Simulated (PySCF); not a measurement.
**Shapes and spin states of RuOF₂**

Computed with PBE0/[Ru def2-TZVP with ECP28, O def2-TZVP, F def2-TZVP], scalar-relativistic core potentials, density fitting, no spin–orbit coupling, PySCF.

Relaxations began from a few typed shapes and spin states; open shells are unrestricted. The search is not exhaustive: other isomers or separated fragments can lie lower, and high-lying points may rest on an excited occupation.

**Question.** Which is the lowest minimum found?
A. broken-symmetry Ms = 0 (⟨S²⟩ 0.43) C2v: Ru–F 1.836 Å (×2), Ru–O 1.597 Å; F–Ru–F 103.4°, F–Ru–O 128.3° (×2)
B. quintet C2v: Ru–F 1.865 Å (×2), Ru–O 1.702 Å; F–Ru–F 159.4°, F–Ru–O 100.3° (×2)
C. triplet C2v: Ru–F 1.847 Å (×2), Ru–O 1.638 Å; F–Ru–F 116.3°, F–Ru–O 121.8° (×2)
D. singlet C2v: Ru–F 1.833 Å (×2), Ru–O 1.585 Å; F–Ru–F 99.3°, F–Ru–O 130.4° (×2)
E. triplet C2v: Ru–F 1.825 Å (×2), Ru–O 1.638 Å; F–Ru–F 122.9°, F–Ru–O 118.6° (×2)
F. quintet C2v: Ru–F 1.858 Å (×2), Ru–O 1.716 Å; F–Ru–F 95.7°, F–Ru–O 132.2° (×2)

**Answer.** C. The others lie at 2.8 (broken-symmetry Ms = 0 C2v), 2.9 (triplet C2v), 7.0 (singlet C2v), 52.5 (quintet C2v), 109.0 (quintet C2v) kJ/mol above it.

Formally Ru is in oxidation state +4, d4, with 2 unpaired electrons (the high-spin count would be 4). The Mulliken spin on Ru is 1.63. The polar-tensor charge on Ru, 1.88, is far below the formal one.

For the lowest minimum: open d and f shells are described by one determinant, and the ground state may have another occupation or spin.

The electron or spin density has lower symmetry than the nuclear frame for the broken-symmetry Ms = 0 (⟨S²⟩ 0.43) C2v at 2.8 kJ/mol.
